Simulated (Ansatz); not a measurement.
AlNi₂⁻, relaxed as a singlet with RKS PBE-D4/def2-TZVPD in Ansatz, starting from the GFN2-xTB geometry. Force threshold 0.02 eV/Å.

The restricted singlet is unstable: a solution with broken spin symmetry lies lower. The highest occupied level of the charge -1 singlet lies above zero (up to 1.06 eV). Its loss leaves the charge 0 doublet, which lies 1.34 eV higher (vertical, at PBE-D4/def2-TZVPD), but this difference is unsure: the doublet is doubtful (geometry relaxed on an unsound state). The relaxation made no stability test and no search for a lower SCF solution. At PBE-D4/def2-TZVPD a triplet of charge -1 lies 0.23 eV below the restricted singlet, each at its own geometry. The structure comes from a short search, and lower isomers may exist.

Start:

```
atom    x (Å)    y (Å)    z (Å)
 Ni1   1.9029  -1.1848   0.6750
 Ni2  -0.4828  -0.3363  -0.0354
 Al3  -1.4201   1.5211  -0.6397
```

```csv
step,energy (eV),largest force component (eV/Å),SCF passes
1,-88668.4823,1.046,395
2,-88668.7356,0.753,49
3,-88668.8659,0.574,49
4,-88669.0424,0.293,55
5,-88669.2792,0.554,59
6,-88669.6124,0.751,50
7,-88669.9703,0.651,42
8,-88670.0162,0.927,42
9,-88670.0793,0.114,36
10,-88670.0805,0.010,28
```

Force components are those of the run's own axes.

End:

Cartesian coordinates in Å:
```
Ni 1.2394 -0.2188 0.3217
Ni -0.8144 -1.0124 0.0353
Al -0.4250 1.2312 -0.3570
```

Bonds formed: Ni1–Al3 (atoms count from 1).

No frequencies were taken in this run, so the end may be a saddle point.

Hardware: 4 threads of Arm Neoverse V2 on a shared host. Wall time 16 s.
